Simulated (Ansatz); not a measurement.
Geometry optimisation, RHF/def2-SVP (Ansatz).

Input:

```yaml
crystal:
  periodic: [false, false, false]
  atoms:
    - { symbol: W, position_ang: [-0.122849, 0.125041, -0.190084] }
    - { symbol: F, position_ang: [-0.14857, 0.121635, 1.661821] }
    - { symbol: H, position_ang: [1.445755, -0.328987, -0.060672] }
    - { symbol: Cl, position_ang: [0.946822, 2.212486, -0.126791] }
    - { symbol: Cl, position_ang: [-2.163437, -1.030497, -0.24647] }
    - { symbol: H, position_ang: [0.373568, -1.431068, -0.081729] }
    - { symbol: Cl, position_ang: [0.14766, -0.074098, -2.430435] }
    - { symbol: Br, position_ang: [-2.558595, 2.249858, 1.760979] }
    - { symbol: H, position_ang: [-1.570355, 1.44393, 2.533481] }
basis:
  gaussian: { orbitals: def2-SVP }
hamiltonian:
  xc: hf
relax:
  f_tol: 0.03
  max_steps: 50
```

Run as:

```bash
$ ansatz run input.yaml --threads 4 --pin off --max-ram 5120MiB --backend cpu --events-out ev --progress --plain --runs-dir out
```

Problem. Where does it end, and by what steps?

Solution. It converged. After 6 steps the energy has fallen by 0.176 eV; H9 moved furthest, 0.59 Å.

```
step  energy less start (eV)  largest force component (eV/Å)  accepted
   0                  0.0000                           1.411       yes
   1                 -0.1429                           0.194       yes
   2                 -0.1639                           0.168       yes
   3                 -0.1678                           0.350       yes
   4                 -0.1751                           0.064       yes
   5                 -0.1759                           0.039       yes
   6                 -0.1762                           0.010       yes
```

```xyz
9
Properties=species:S:1:pos:R:3
W -0.018 0.017 -0.282
F -0.090 0.024 1.558
H 1.569 -0.395 -0.151
Cl 0.974 2.139 -0.197
Cl -2.078 -1.099 -0.309
H 0.484 -1.546 -0.190
Cl 0.207 -0.117 -2.534
Br -2.764 2.518 2.045
H -1.932 1.747 2.880
```

Whether the end is a true minimum wasn't checked by a vibrational analysis.

Run time: 17 s on 4 threads of Arm Neoverse V2 (shared host), peak memory 0.51 GiB.
